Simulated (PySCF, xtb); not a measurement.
ClK, SMILES [K][Cl] (connectivity only; charge and spin as stated), charge +1, multiplicity 2.

Harmonic wavenumbers (cm⁻¹) from xtb with GFN2-xTB at its own minimum, in rising order: 67.

Question: What does PBE-D3(BJ)/def2-TZVPD run with PySCF give at its own minimum? (The exact figures need the calculation; the answer reports its results.)

Answer: 92. Paired by order, the mean absolute difference is 25 cm⁻¹ and the zero-point energies are 0.1 and 0.1 kcal/mol.
